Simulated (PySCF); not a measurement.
C3H3N2, SMILES n1c[c]c[nH]1, multiplicity 2. Geometry: B3LYP-D3(BJ)/def2-SVP. The isomer is the one that the SMILES or the coordinates give; other isomers of the formula were not compared.

Task: Give the equilibrium geometry at B3LYP-D3(BJ)/def2-SVP (PySCF confirms it by a frequency run) as a Z-matrix, and its point group. (The exact figures need the calculation; the answer reports its results.)

Result: point group Cs.
```
N
H 1 1.0136
N 1 1.3414 2 118.83
C 3 1.3363 1 105.65 2 180.00
C 1 1.3635 2 127.65 3 180.00
C 5 1.3782 1 104.08 2 180.00
H 5 1.0872 1 122.86 2 0.00
H 4 1.0884 3 120.47 1 180.00
```
Charge 0, spin multiplicity 2.
